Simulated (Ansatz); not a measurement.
Species: C5H10O (charge 0, singlet). 
Structure (B3LYP-D3(BJ)/def2-TZVP (Ansatz, an electronic-structure program) minimum search):
```xyz
16

C      2.6548     0.6062    -0.4687
C      1.4557    -0.2146    -0.0040
C      0.1343     0.5021    -0.2417
C     -1.0922    -0.2732     0.2023
O     -1.0133    -1.3738     0.6969
C     -2.4267     0.4088    -0.0080
H      2.7104     1.5620     0.0585
H      2.5971     0.8233    -1.5384
H      3.5903     0.0741    -0.2889
H      1.4359    -1.1778    -0.5180
H      1.5479    -0.4486     1.0586
H      0.0080     0.7441    -1.3041
H      0.1191     1.4720     0.2705
H     -2.5676     0.6478    -1.0650
H     -2.4566     1.3550     0.5382
H     -3.2327    -0.2365     0.3333
```

Atomisation energy built up term by term with Ansatz (kcal/mol; UHF references for open shells; valence terms freeze the core; atomic spin-orbit terms are left out). CBS(X,Y): correlation extrapolated as X^-3; Hartree-Fock from the larger set.

```
term                                          basis    kcal/mol
-----------------------  --------------------------  ----------
Hartree-Fock                                cc-pVQZ     1170.35
CCSD correlation               CBS(cc-pVTZ,cc-pVQZ)  (withheld)
(T)                            CBS(cc-pVTZ,cc-pVQZ)  (withheld)
core correlation                          cc-pwCVTZ        5.99
scalar relativity (X2C)  cc-pVTZ-DK against cc-pVTZ       -1.11
sum: De                                              (withheld)
```

**Question.** What belongs in the gaps?

**Answer.** 
- CCSD correlation, kcal/mol: 371.18
- (T), kcal/mol: 23.49
- sum: De, kcal/mol: 1569.9
